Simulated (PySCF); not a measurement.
## Working out the ionisation energy of Ar²⁺

Ar²⁺ [Ne] 3s2 3p4 (3P) → Ar³⁺ [Ne] 3s2 3p3 (4S). Calculation: PySCF 2.14, in Sapporo-DZP-2012 (5s4p2d, 27 functions); scalar relativity by spin-free X2C-1e. Frozen: [Ne]. Energies in hartree (1 hartree = 27.21139 eV):

```json
{"part": "UHF", "Ar²⁺ (lower)": "-526.844282", "Ar³⁺ (upper)": "-525.393861"}
{"part": "CCSD correlation", "Ar²⁺ (lower)": "-0.116734", "Ar³⁺ (upper)": "-0.098129"}
{"part": "(T)", "Ar²⁺ (lower)": "-0.001287", "Ar³⁺ (upper)": "-0.000878"}
```

**Question.** What does Hartree-Fock give?

**Answer.** (-525.393861) − (-526.844282) = 1.450421 hartree = 39.468 eV.

**Question.** What do CCSD and CCSD(T) give?

**Answer.** The CCSD correlation energies differ by 0.018605 hartree = 0.506 eV and the triples by 0.000409 hartree = 0.011 eV, so CCSD gives 39.974 eV and CCSD(T) 39.985 eV.

Reference: 40.735 ± 0.012 eV (semi-empirical (NIST evaluation); NIST Atomic Spectra Database, ionization energies), between the lowest levels; spin-orbit coupling is absent from the calculation.

A double-zeta basis recovers only part of the correlation energy.

What remains against the reference includes basis incompleteness, the frozen core and higher excitations.
